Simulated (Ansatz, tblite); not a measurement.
Forces on Ga9Sb10H26⁺, a nanocrystal cut from wurtzite GaSb (hydrogen-capped) at its r2SCAN-D4/def2-SVP geometry. Charge 1, multiplicity 1.

In the def2 sets Sb takes a core potential; there is no spin–orbit coupling. The xTB rows come from tblite. Single mean-field runs in def2-TZVP are fitted with def2-universal-jkfit.

GFN1-xTB (tblite), largest force 0.72 eV/Å:

```xyz
45
positions Å, forces eV/Å
Sb    1.694    3.916   -1.632    0.188   -0.691   -0.053
Ga    3.504    2.643   -3.271   -0.219   -0.205    0.311
Sb   -1.361    3.856    1.656   -0.352   -0.491   -0.244
Ga   -3.982    3.277    2.023    0.287   -0.203    0.195
Ga    0.375    2.493    0.167    0.055    0.340    0.007
Sb   -0.901    0.581   -1.160    0.356   -0.255    0.196
Sb    3.114    0.186   -2.239   -0.312    0.352    0.247
Ga    0.728   -0.838   -2.782    0.216   -0.115    0.520
Sb   -3.900    0.569    1.982    0.359    0.429   -0.335
Ga   -2.286   -0.950    0.508   -0.313   -0.136    0.054
Sb   -3.486   -2.787   -0.969    0.708   -0.019   -0.118
Sb    0.409   -3.316   -1.892   -0.395    0.244    0.258
Ga   -1.952   -4.421   -2.570    0.170    0.300    0.261
Sb    2.022    1.183    1.746   -0.157   -0.520   -0.211
Ga    3.895   -0.047    0.279   -0.364   -0.153   -0.061
Ga    0.374    0.062    3.560    0.222   -0.211   -0.404
Sb   -0.452   -2.019    2.062    0.439    0.253   -0.288
Sb    3.506   -2.623    0.869   -0.562    0.417   -0.174
Ga    1.073   -3.700    0.641    0.048    0.379   -0.114
H     0.503    4.804   -2.455    0.213    0.136    0.208
H     2.346    5.207   -0.741   -0.239    0.038   -0.216
H     2.840    2.719   -4.676    0.142    0.131   -0.107
H     4.878    3.195   -2.795    0.064    0.114   -0.185
H    -1.289    5.442    1.050    0.098   -0.120    0.301
H    -0.544    4.150    3.113   -0.071    0.237   -0.207
H    -4.622    3.635    0.649   -0.088    0.077    0.093
H    -4.372    3.721    3.458   -0.183    0.136   -0.051
H    -2.057    1.379   -2.122   -0.006    0.007    0.026
H     4.187   -0.843   -3.068   -0.044    0.046    0.038
H     0.279   -0.639   -4.265   -0.124    0.048   -0.481
H    -5.465    0.036    1.586    0.169   -0.028    0.292
H    -3.833   -0.108    3.535   -0.267   -0.016   -0.182
H    -4.722   -1.959   -1.789   -0.057   -0.212    0.242
H    -4.479   -3.619    0.130   -0.118    0.194   -0.232
H     1.594   -4.199   -2.736   -0.051    0.036    0.039
H    -2.329   -3.976   -4.013   -0.100   -0.182   -0.076
H    -2.085   -5.818   -1.899   -0.111   -0.113   -0.163
H     2.846    2.456    2.515   -0.041   -0.029   -0.038
H     5.333    0.448    0.619    0.448    0.143    0.073
H    -0.876    1.028    3.549   -0.098    0.096    0.205
H     1.145   -0.408    4.825   -0.082    0.083    0.197
H    -1.393   -3.029    3.057    0.014    0.042   -0.045
H     4.578   -3.544   -0.071    0.028    0.010    0.317
H     4.164   -2.980    2.394    0.145   -0.135   -0.230
H     0.999   -5.163    1.175   -0.015   -0.456    0.133
```

r2SCAN-D4/def2-TZVP (Ansatz), largest force 0.11 eV/Å:

```
Sb -0.026 0.079 0.011
Ga -0.010 -0.004 0.013
Sb 0.044 0.072 0.030
Ga 0.008 -0.006 0.003
Ga -0.002 -0.002 -0.001
Sb -0.032 0.022 -0.027
Sb 0.033 -0.042 -0.020
Ga 0.009 -0.005 0.025
Sb -0.054 -0.055 0.043
Ga 0.001 0.002 -0.002
Sb -0.081 0.007 0.018
Sb 0.047 -0.024 -0.022
Ga 0.002 0.013 0.012
Sb 0.019 0.051 0.014
Ga -0.024 -0.008 -0.007
Ga 0.007 -0.006 -0.018
Sb -0.043 -0.029 0.022
Sb 0.059 -0.044 0.015
Ga 0.000 0.024 -0.010
H 0.076 -0.053 0.054
H -0.045 -0.079 -0.059
H 0.013 0.001 0.030
H -0.030 -0.010 -0.009
H -0.001 -0.098 0.042
H -0.050 -0.017 -0.094
H 0.013 -0.007 0.029
H 0.010 -0.011 -0.028
H 0.070 -0.048 0.061
H -0.067 0.061 0.051
H 0.005 -0.001 0.020
H 0.098 0.030 0.029
H -0.006 0.041 -0.100
H 0.075 -0.054 0.054
H 0.059 0.055 -0.072
H -0.071 0.056 0.052
H 0.006 -0.009 0.030
H 0.001 0.030 -0.013
H -0.051 -0.076 -0.048
H -0.019 -0.006 -0.003
H 0.017 -0.013 -0.004
H -0.011 0.006 -0.023
H 0.055 0.062 -0.061
H -0.066 0.058 0.065
H -0.038 0.020 -0.095
H 0.001 0.020 -0.006
```

PBE0-D4/def2-TZVP (Ansatz), largest force 0.16 eV/Å:

```
Sb -0.076 0.123 0.056
Ga -0.035 -0.046 0.048
Sb 0.122 0.095 0.035
Ga 0.051 -0.041 -0.012
Ga -0.010 -0.060 -0.004
Sb -0.048 0.036 -0.012
Sb 0.021 -0.097 0.002
Ga 0.021 -0.004 0.123
Sb -0.055 -0.135 0.059
Ga 0.054 0.023 -0.012
Sb -0.133 0.050 0.062
Sb 0.099 0.003 -0.008
Ga 0.039 0.051 0.039
Sb 0.011 0.084 -0.022
Ga -0.126 -0.013 -0.026
Ga 0.014 -0.019 -0.093
Sb -0.080 -0.034 -0.010
Sb 0.090 -0.068 0.022
Ga -0.022 0.121 -0.039
H 0.097 -0.087 0.065
H -0.048 -0.116 -0.071
H -0.030 0.002 -0.038
H 0.038 0.016 0.026
H -0.007 -0.134 0.041
H -0.068 -0.042 -0.121
H -0.015 0.007 -0.047
H -0.003 0.007 0.049
H 0.106 -0.073 0.090
H -0.094 0.087 0.074
H -0.014 0.007 -0.035
H 0.131 0.044 0.023
H 0.011 0.060 -0.131
H 0.114 -0.064 0.063
H 0.093 0.065 -0.089
H -0.101 0.079 0.074
H -0.013 0.023 -0.041
H -0.004 -0.037 0.031
H -0.072 -0.111 -0.067
H 0.036 0.011 0.010
H -0.044 0.032 -0.021
H 0.033 -0.022 0.036
H 0.082 0.088 -0.087
H -0.098 0.083 0.073
H -0.069 0.041 -0.128
H 0.000 -0.036 0.015
```
